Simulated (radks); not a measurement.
The numbers below are computed, except where a source is named.
Ionisation of the rhenium ion Re5+, [Xe] 4f14 5d2, to Re6+, [Xe] 4f14 5d1, under several functionals. Dirac Kohn-Sham, spin-unpolarised, spherical densities, point nucleus; open shells fill j = l - 1/2 first; a radial shooting solver on a logarithmic mesh with Libxc functionals. Known Delta-SCF values: exchange-only PBE 66.253 eV. What does exchange-only B88 give, and what is its highest occupied eigenvalue?

Answer. 66.234 eV by Delta-SCF; the 5d3/2 eigenvalue is -58.967 eV. NIST: 67 eV (theoretical).

Beside tabulated values, note that spin-unpolarised runs miss the spin-polarisation part of the exchange energy of open shells.
